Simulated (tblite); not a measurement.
Compound: C3H10OSi2.
SMILES with atom numbers: `[CH3:1][O:2][SiH:3]1[CH2:4][SiH2:5][CH2:6]1` (hydrogens: H7, H8, H9 on C1; H10 on Si3; H11, H12 on C4; H13, H14 on Si5; H15, H16 on C6)

Computed with GFN2-xTB (tblite), gas phase: Langevin dynamics at 300 K from the optimised GFN2-xTB geometry, time step 0.5 fs, friction 0.01 fs⁻¹, 2000 steps.

Start geometry:
```
atom  x, y, z in Å
C1     -2.705    0.217   -0.234
O2     -1.499   -0.481   -0.249
Si3    -0.276   -0.368    0.815
C4      0.839    1.186    0.667
Si5     2.248    0.145   -0.116
C6      1.151   -1.408    0.101
H7     -2.537    1.290   -0.355
H8     -3.237    0.054    0.707
H9     -3.317   -0.147   -1.060
H10    -0.740   -0.647    2.179
H11     0.456    1.980    0.030
H12     1.107    1.649    1.613
H13     2.554    0.489   -1.507
H14     3.481    0.129    0.675
H15     0.921   -1.946   -0.813
H16     1.548   -2.134    0.803
```

The statistics below take the 31 frames saved every 25 fs from 250 to 1000 fs; their kinetic temperature (all 3N coordinates) averages 318 K.

Q: Give the mean, spread and extremes of the bond lengths.

A: 
```tsv
bond	start (Å)	mean (Å)	standard deviation (Å)	shortest (Å)	longest (Å)
C1–O2	1.394	1.397	0.024	1.351	1.465
O2–Si3	1.625	1.630	0.029	1.562	1.695
Si3–C4	1.918	1.919	0.042	1.825	2.031
C4–Si5	1.919	1.921	0.029	1.869	1.970
Si5–C6	1.914	1.921	0.029	1.875	1.983
Si3–C6	1.904	1.919	0.038	1.860	2.022
C1–H7	1.092	1.095	0.033	1.037	1.156
C1–H8	1.093	1.102	0.038	1.026	1.166
C1–H9	1.091	1.105	0.026	1.038	1.176
Si3–H10	1.468	1.472	0.039	1.348	1.560
C4–H11	1.088	1.092	0.043	1.024	1.185
C4–H12	1.086	1.094	0.032	1.036	1.159
Si5–H13	1.465	1.482	0.053	1.391	1.603
Si5–H14	1.466	1.476	0.038	1.407	1.539
C6–H15	1.085	1.092	0.035	1.020	1.151
C6–H16	1.085	1.094	0.028	1.047	1.161
```

Q: How far does each atom move about its mean position (frames aligned on the start, all atoms weighted alike), and what rms force does it feel?

A: 
```json
{"atom": "C1", "rms displacement (Å)": "0.36", "rms force (eV/Å)": "1.97"}
{"atom": "O2", "rms displacement (Å)": "0.60", "rms force (eV/Å)": "1.27"}
{"atom": "Si3", "rms displacement (Å)": "0.35", "rms force (eV/Å)": "1.77"}
{"atom": "C4", "rms displacement (Å)": "0.31", "rms force (eV/Å)": "1.83"}
{"atom": "Si5", "rms displacement (Å)": "0.35", "rms force (eV/Å)": "1.31"}
{"atom": "C6", "rms displacement (Å)": "0.27", "rms force (eV/Å)": "1.66"}
{"atom": "H7", "rms displacement (Å)": "0.56", "rms force (eV/Å)": "1.11"}
{"atom": "H8", "rms displacement (Å)": "0.86", "rms force (eV/Å)": "1.22"}
{"atom": "H9", "rms displacement (Å)": "0.98", "rms force (eV/Å)": "0.94"}
{"atom": "H10", "rms displacement (Å)": "0.37", "rms force (eV/Å)": "0.84"}
{"atom": "H11", "rms displacement (Å)": "0.59", "rms force (eV/Å)": "1.37"}
{"atom": "H12", "rms displacement (Å)": "0.55", "rms force (eV/Å)": "1.06"}
{"atom": "H13", "rms displacement (Å)": "0.90", "rms force (eV/Å)": "0.91"}
{"atom": "H14", "rms displacement (Å)": "0.78", "rms force (eV/Å)": "0.72"}
{"atom": "H15", "rms displacement (Å)": "0.53", "rms force (eV/Å)": "1.17"}
{"atom": "H16", "rms displacement (Å)": "0.33", "rms force (eV/Å)": "0.96"}
```

The displacements run from 0.27 to 0.98 Å, the largest at H9.

Q: Follow the torsion C1–O2–Si3–C4 through every second one of these frames.

A: 
| t (fs) | C1–O2–Si3–C4 (°) |
| --- | --- |
| 250 | -33 |
| 300 | -53 |
| 350 | -52 |
| 400 | -69 |
| 450 | -122 |
| 500 | -159 |
| 550 | 176 |
| 600 | -174 |
| 650 | 170 |
| 700 | 154 |
| 750 | 150 |
| 800 | 136 |
| 850 | 130 |
| 900 | 112 |
| 950 | 91 |
| 1000 | 80 |

Largest departure from the start value over all these frames: C1–O2–Si3–C4 176° (start -76°).

Q: How widely does the potential energy scatter, against a harmonic estimate?

A: Mean 0.60 eV above the start, standard deviation 0.112 eV, range 0.39 to 0.81 eV. For 42 classical harmonic modes at 300 K the canonical values are 42kT/2 = 0.54 eV and kT·√(42/2) = 0.118 eV.

The run is classical and short, so these are rough statistics of one trajectory.

The cost below is that of the whole dynamics run. The run took 22 s of wall time on one thread of an Arm Neoverse N1, no GPU, shared host, and the process peaked at 0.18 GiB of memory.
